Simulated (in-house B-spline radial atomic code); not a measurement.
Relativistic effects in the selenium ion Se⁶⁺, [Ar] 3d10: non-relativistic Hartree-Fock (point nucleus) against Dirac-Hartree-Fock (Fermi nucleus of rms radius 4.14 fm), both averages of the configuration, computed with an all-electron radial atomic-structure program (B-spline basis).

| orbital | ε NR (Eh) | ε Dirac (Eh) | <r> NR (bohr) | <r> Dirac (bohr) | change of <r> (%) |
| --- | --- | --- | --- | --- | --- |
| 1s1/2 | -464.16 | -471.68 | 0.04498 | 0.04406 | -2.0 |
| 2s1/2 | -63.889 | -65.608 | 0.1993 | 0.195 | -2.2 |
| 2p1/2 | -57.503 | ? | 0.1727 | ? | ? |
| 2p3/2 | -57.503 | ? | 0.1727 | ? | ? |
| 3s1/2 | -12.089 | -12.396 | 0.5811 | 0.5707 | -1.8 |
| 3p1/2 | -9.8281 | -10.067 | 0.5898 | 0.5789 | -1.8 |
| 3p3/2 | -9.8281 | -9.8369 | 0.5898 | 0.5883 | -0.2 |
| 3d3/2 | -5.8223 | -5.8094 | 0.6097 | 0.6091 | -0.1 |
| 3d5/2 | -5.8223 | -5.7734 | 0.6097 | 0.6129 | +0.5 |

Q: What happens to 2p1/2?

A: Its energy goes to -58.964 hartree and <r> to 0.1685 bohr (-2.46 %).

Q: What happens to 2p3/2?

A: Its energy goes to -57.414 hartree and <r> to 0.1722 bohr (-0.29 %).

Q: What explains the pattern of contraction and expansion?

A: Expansion is seen in 3d5/2. The s and p1/2 orbitals contract directly, screen the nucleus better, and so push out orbitals that have little density near the nucleus; spin-orbit coupling adds to this for j = l + 1/2 and opposes it for j = l - 1/2.

Q: By how much does the total energy change?

A: By -28.663 hartree, from -2390.818 to -2419.481.
